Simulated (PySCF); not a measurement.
Compound: (CdSe)4 cube, Cd4Se4 (singlet state).
Bonds: Cd1–Se2, Cd1–Se4, Cd1–Se6, Se2–Cd3, Se2–Cd7, Cd3–Se4, Cd3–Se8, Se4–Cd5, Cd5–Se6, Cd5–Se8, Se6–Cd7, Cd7–Se8.

Method: PBE0-D3(BJ)/def2-SVP geometry optimisation, gas phase, def2 core potentials past Kr (PySCF 2.14.0).

Task: What internal coordinates does the optimisation give?

Result: 
| bond | length (Å) |
| --- | --- |
| Cd1–Se2 and 3 like bonds | 2.673 |
| Cd1–Se4 and 6 like bonds | 2.666 |
| Cd5–Se6 | 2.682 |

Bonds in one row agree within 0.01 Å and their mean is given. A selection of angles:
| angle | degrees |
| --- | --- |
| Se2–Cd1–Se4 | 103.8 |
| Se2–Cd1–Se6 | 105.2 |
| Cd1–Se2–Cd3 | 73.5 |
| Cd1–Se2–Cd7 | 72.4 |

Torsions: Se4–Cd1–Se2–Cd3 -17° (synperiplanar); Se2–Cd1–Se4–Cd3 17° (synperiplanar); Se2–Cd1–Se6–Cd5 -94° (anticlinal); Cd1–Se2–Cd3–Se4 17° (synperiplanar); Cd1–Se2–Cd7–Se6 -17° (synperiplanar); Se2–Cd3–Se4–Cd1 -17° (synperiplanar); Se2–Cd3–Se8–Cd5 93° (anticlinal); Cd1–Se4–Cd5–Se6 16° (synperiplanar); Se4–Cd5–Se6–Cd1 -16° (synperiplanar); Se4–Cd5–Se8–Cd3 16° (synperiplanar); Cd1–Se6–Cd7–Se2 17° (synperiplanar); Se2–Cd7–Se8–Cd3 -16° (synperiplanar).

Se2 (selenium bonded to 3 Cd) is pyramidal (angles 73.5°, 73.0° and 72.4°, sum 218.9°, 1.94 Å off the plane of its three neighbours). The Cd–Se distances run from 2.661 Å (Se2–Cd3) to 2.682 Å (Cd5–Se6), a spread of 0.021 Å. Cd1 (cadmium bonded to 3 Se) is pyramidal (angles 105.7°, 105.2° and 103.8°, sum 314.7°, 1.07 Å off the plane of its three neighbours).

PBE0-D3(BJ)/def2-SVP frequencies: not computed here.

The run took 26 min wall on one thread, Intel Xeon Platinum 8259CL at 2.50 GHz (x86_64), on a shared host, and the process peaked at 2.1 GiB of memory. That covers the optimisation of the geometry.
